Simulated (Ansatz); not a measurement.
Consider the formal loss of a carbene: `NB(N)CO` → `[CH2]` (triplet) + `NB(N)O`.

Gas-phase electronic energies from Ansatz, PBE0-D4/def2-TZVP geometries. CBS: MP2 limit from def2 TZ/QZ plus the TZ coupled-cluster correction, frozen cores. This one scheme is used for every species. Triplets are unrestricted, without spin–orbit coupling. One conformer a species, not always the lowest.

```json
{"species": "`NB(N)CO`", "HF/CBS(def2) energy (Eh)": "-250.59624"}
{"species": "`[CH2]` (triplet)", "HF/CBS(def2) energy (Eh)": "-38.94079"}
{"species": "`NB(N)O`", "HF/CBS(def2) energy (Eh)": "-211.60995"}
```

Question: Work out ΔE.

Answer: ΔE = (-38.94079) + (-211.60995) − (-250.59624) = 0.04550 Eh = +119.5 kJ/mol. CCSD(T)/CBS gives +276.2 kJ/mol.

Largest T1 diagnostic among the species: 0.011.

Leaving LDA and LC-ωPBE aside and taking each functional with its dispersion term where it has one, the values, not all of them listed here, spread over 46.5 kJ/mol, from r2SCAN0-D4 to PBE-D4. LDA lies +70.0 kJ/mol from PBE without D4. The D4 term adds +10.0 kJ/mol with B3LYP and +5.5 kJ/mol with PBE0; it sums over pairs of atoms, weighted by their polarisabilities, and B3LYP, whose exchange is more repulsive, gets the larger term.

B3LYP here is the variant with VWN-RPA as its local correlation; programs differ in this.
